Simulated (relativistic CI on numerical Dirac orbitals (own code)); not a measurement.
# F5+: q coefficients

Method of calculation: Dirac-Coulomb-Breit CI, orbitals from a KLI potential per configuration, valence Slater integrals scaled by 0.85, P86 correlation energy added to each configuration, derivatives by finite differences, QED left out (own radial code, finite nucleus).

CI space (outside the closed core 1s2): 2s², 2s2p, 2p², 2p3s, 2p3p, 2s3s, 2s3p, 2s3d. Levels of other configurations are missing.

With x = (α/α₀)² − 1 an excitation energy changes as ω = ω₀ + qx; K = 2q/ω₀ is the relative enhancement. Terms are leading LS components, so labels can repeat.

Lowest level 2s² ¹S0.

| Level | ω₀ (cm⁻¹) | q (cm⁻¹) |
| --- | --- | --- |
| 2s2p ³P°0 | 97596 | 453.1 |
| 2s2p ³P°1 | 97849 | 704.5 |
| 2s2p ³P°2 | 98412 | 1270 |
| 2s2p ¹P°1 | 184111 | 1090 |
| 2p² ³P0 | 253813 | 1590 |
| 2p² ³P1 | 254102 | 1886 |
| 2p² ³P2 | 254595 | 2373 |
| 2p² ¹D2 | 278513 | 2127 |
| 2p² ¹S0 | 336565 | 2135 |
| 2s3s ³S1 | 745505 | 799.7 |
| 2s3s ¹S0 | 760830 | 855.5 |
| 2s3p ¹P°1 | 789351 | 1089 |
| 2s3p ³P°0 | 789830 | 940.8 |
| 2s3p ³P°1 | 789916 | 1046 |
| 2s3p ³P°2 | 790050 | 1161 |
| 2s3d ³D1 | 810635 | 1158 |
| 2s3d ³D2 | 810653 | 1176 |
| 2s3d ³D3 | 810689 | 1212 |
| 2s3d ¹D2 | 825959 | 1176 |
| 2p3s ³P°0 | 871698 | 1342 |
| 2p3s ³P°1 | 871995 | 1628 |
| 2p3s ³P°2 | 872635 | 2281 |
| 2p3s ¹P°1 | 886934 | 1960 |

At this charge configurations can still be misplaced by up to about 7 % of their energy.

Which transition from the lowest level has the largest |K|?

2s2p ³P°2 at 98412 cm⁻¹, K = 0.0258.
